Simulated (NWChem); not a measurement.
System: BH₂Cl; SMILES BCl

Here is an NWChem input.

```
start job
memory heap 200 mb stack 900 mb global 1100 mb
geometry units angstroms noautoz
  B      0.000000     0.000000     1.156693
  H      0.000000    -1.049465     1.717709
  H      0.000000     1.049465     1.717709
  Cl     0.000000     0.000000    -0.576386
end
basis spherical
  B library def2-svp
  H library def2-svp
  Cl library def2-svp
end
dft
  xc r2scan0
  iterations 150
  mulliken
end
task dft energy
```

Coordinates come from a PBE0-D3(BJ)/def2-TZVP optimisation.

Question: What results follow from this input? (r2SCAN0/def2-SVP.) Quantities: energy (Ha); highest occupied level (eV); orbital gap (eV); dipole (D).

Answer: 
```
Property                      Result
---------------------------  -------
energy (Ha)                  -486.05
highest occupied level (eV)    -8.75
orbital gap (eV)                7.33
dipole (D)                      0.52
```
